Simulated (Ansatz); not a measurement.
`C[SiH](O)O` and `O=C[SiH](O)O` differ in one atom or group.

Ansatz, PBE0-D4/def2-TZVP geometries, multiplicity 1. Each molecule was computed in one conformer, which needn't be the lowest.

```json
{"property": "HOMO energy (B3LYP/def2-TZVPP) / eV", "`C[SiH](O)O`": "-8.32"}
{"property": "LUMO energy (PBE0/def2-TZVPP) / eV", "`C[SiH](O)O`": "0.75"}
{"property": "size of the dipole moment (ωB97M-V/def2-TZVPP) / D", "`C[SiH](O)O`": "0.93"}
{"property": "LUMO energy (ωB97M-V/def2-TZVPP) / eV", "`C[SiH](O)O`": "2.18"}
{"property": "HOMO–LUMO gap (PBE0/def2-TZVPP) / eV", "`C[SiH](O)O`": "9.28"}
{"property": "HOMO energy (ωB97M-V/def2-TZVPP) / eV", "`C[SiH](O)O`": "-10.82"}
```

Give the same properties after the change, and the shifts. (Best estimate.)

Computed: 
```json
{"property": "HOMO energy (B3LYP/def2-TZVPP) / eV", "`O=C[SiH](O)O`": "-7.07", "shift": "1.25"}
{"property": "LUMO energy (PBE0/def2-TZVPP) / eV", "`O=C[SiH](O)O`": "-1.92", "shift": "-2.67"}
{"property": "size of the dipole moment (ωB97M-V/def2-TZVPP) / D", "`O=C[SiH](O)O`": "1.28", "shift": "0.35"}
{"property": "LUMO energy (ωB97M-V/def2-TZVPP) / eV", "`O=C[SiH](O)O`": "0.36", "shift": "-1.82"}
{"property": "HOMO–LUMO gap (PBE0/def2-TZVPP) / eV", "`O=C[SiH](O)O`": "5.34", "shift": "-3.94"}
{"property": "HOMO energy (ωB97M-V/def2-TZVPP) / eV", "`O=C[SiH](O)O`": "-9.57", "shift": "1.25"}
```

With PBE0 the HOMO rises by 1.26 eV and the LUMO falls by 2.67 eV, so the gap narrows by about 3.93 eV. PBE moves the HOMO by 1.29 eV and ωB97M-V by 1.25 eV. The zero-point energy changes by -46.9 kJ/mol with -3 modes. Dipoles are sizes alone; their direction can turn.

B3LYP here is the variant with VWN-RPA as its local correlation; programs differ in this.
